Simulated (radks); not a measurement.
All-electron atom: W55+ in [Ar] 3d1. All-electron calculation, scalar-relativistic Kohn-Sham, PBEsol, spin-unpolarised, spherical densities, finite nucleus; Fermi nuclear charge, rms radius 5.3658 fm. Program: a radial shooting solver on a logarithmic mesh with Libxc functionals.

Normalised radial functions P(r) = r R(r), r in bohr:

| r | 1s |
|---|---|
| 0.001227 | 2.1176 |
| 0.001373 | 2.3024 |
| 0.001547 | 2.5147 |
| 0.001745 | 2.7421 |
| 0.001967 | 2.9844 |
| 0.0022 | 3.2237 |
| 0.002481 | 3.4935 |
| 0.002797 | 3.7759 |
| 0.003129 | 4.0492 |
| 0.003528 | 4.3499 |
| 0.003977 | 4.6554 |
| 0.004485 | 4.9614 |
| 0.005016 | 5.2427 |
| 0.005656 | 5.5332 |
| 0.006377 | 5.8049 |
| 0.00719 | 6.0489 |
| 0.008042 | 6.2431 |
| 0.009067 | 6.4052 |
| 0.01022 | 6.5088 |
| 0.01153 | 6.5432 |
| 0.01289 | 6.5039 |
| 0.01454 | 6.3777 |
| 0.01639 | 6.1591 |
| 0.01833 | 5.8701 |
| 0.02067 | 5.4726 |
| 0.0233 | 4.9928 |
| 0.02628 | 4.4453 |
| 0.02939 | 3.8913 |
| 0.03314 | 3.2754 |
| 0.03736 | 2.6634 |
| 0.04212 | 2.0833 |
| 0.04712 | 1.5925 |
| 0.05312 | 1.1389 |
| 0.0599 | 0.7710 |
| 0.067 | 0.5066 |
| 0.07554 | 0.3021 |
| 0.08517 | 0.1667 |
| 0.09603 | 0.0842 |
| 0.1074 | 0.0408 |
| 0.1211 | 0.0168 |
| 0.1365 | 0.0061 |
| 0.154 | 0.0019 |
| 0.1722 | 0.0006 |
| 0.1942 | 0.0001 |
| 0.2189 | 0.0000 |
| 0.2468 | 0.0000 |
| 0.2761 | 0.0000 |
| 0.3113 | 0.0000 |
| 0.3509 | 0.0000 |
| 0.3925 | 0.0000 |
| 0.4426 | 0.0000 |
| 0.499 | 0.0000 |
| 0.5626 | 0.0000 |
| 0.6293 | 0.0000 |
| 0.7096 | 0.0000 |
| 0.8 | 0.0000 |
| 0.902 | 0.0000 |
| 1.009 | 0.0000 |
| 1.138 | 0.0000 |

1s: eigenvalue -73352 eV, 0 radial nodes, <r> = 0.0184 bohr, 90 % of the charge inside 0.0334 bohr.
